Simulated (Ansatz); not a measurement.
Geometry optimisation, UKS PBE0/def2-mTZVP in Ansatz 0.2.0.

Input file:

```yaml
crystal:
  periodic: [false, false, false]
  atoms:
    - { symbol: Si, position_ang: [-0.248741, 0.345242, -0.546144] }
    - { symbol: C, position_ang: [-1.02244, 1.015345, 1.030708] }
    - { symbol: C, position_ang: [-0.692553, -1.456643, -0.885572] }
    - { symbol: C, position_ang: [1.617447, 0.622514, -0.637754] }
    - { symbol: H, position_ang: [-0.849957, 1.121549, -1.673406] }
    - { symbol: H, position_ang: [0.287619, -0.743501, 1.949044] }
    - { symbol: H, position_ang: [0.842718, -0.954822, 1.59232] }
    - { symbol: H, position_ang: [-1.677218, 1.859391, 0.800183] }
    - { symbol: H, position_ang: [-1.63431, 0.266631, 1.541661] }
    - { symbol: H, position_ang: [-0.272623, 1.376714, 1.740484] }
    - { symbol: H, position_ang: [-0.127027, -2.163143, -0.274893] }
    - { symbol: H, position_ang: [-1.755767, -1.647859, -0.706421] }
    - { symbol: H, position_ang: [-0.504798, -1.703144, -1.934886] }
    - { symbol: H, position_ang: [1.919561, 1.52899, -0.10433] }
    - { symbol: H, position_ang: [1.936324, 0.743053, -1.676568] }
    - { symbol: H, position_ang: [2.181966, -0.210216, -0.214426] }
magnetization:
  spin_polarized: true
basis:
  gaussian: { orbitals: def2-mTZVP }
hamiltonian:
  xc: pbe0
relax:
  f_tol: 0.03
  max_steps: 50
```

Run as:

```bash
$ ansatz run input.yaml --threads 4 --pin off --max-ram 5120MiB --backend cpu --events-out ev --progress --plain --runs-dir out
```

Where does it end, and by what steps?

The run converged. The force dipped under the threshold on the way, but the program's further checks kept it going. After 17 steps the energy has fallen by 0.344 eV; H7 moved furthest, 1.46 Å.

```tsv
step	energy less start (eV)	largest force component (eV/Å)	accepted
0	0.0000	1.786	yes
1	-0.1447	0.302	yes
2	-0.1985	0.090	yes
3	-0.2388	0.111	yes
4	-0.2649	0.136	yes
5	-0.2843	0.047	yes
6	-0.2921	0.307	yes
7	-0.3020	0.208	yes
8	-0.3212	0.054	yes
9	-0.3171	0.593	no
10	-0.3287	0.060	yes
11	-0.3338	0.142	yes
12	-0.3337	0.392	no
13	-0.3387	0.023	yes
14	-0.3414	0.051	yes
15	-0.3426	0.171	yes
16	-0.3352	0.341	no
17	-0.3442	0.014	yes
```

```xyz
16
Properties=species:S:1:pos:R:3
Si -0.383 0.467 -0.753
C -1.120 1.105 0.856
C -0.699 -1.378 -0.938
C 1.461 0.828 -0.820
H -1.047 1.177 -1.891
H 0.847 -1.524 2.798
H 1.506 -1.799 2.586
H -0.986 2.185 0.955
H -2.192 0.901 0.914
H -0.648 0.634 1.723
H -0.239 -1.944 -0.123
H -1.769 -1.603 -0.930
H -0.291 -1.761 -1.877
H 1.663 1.898 -0.727
H 1.901 0.492 -1.763
H 1.994 0.321 -0.010
```

Whether the end is a true minimum wasn't checked by a vibrational analysis.

Time of the run: 81 s on 4 threads of Arm Neoverse N1, with other jobs on the host, peak memory 0.35 GiB.
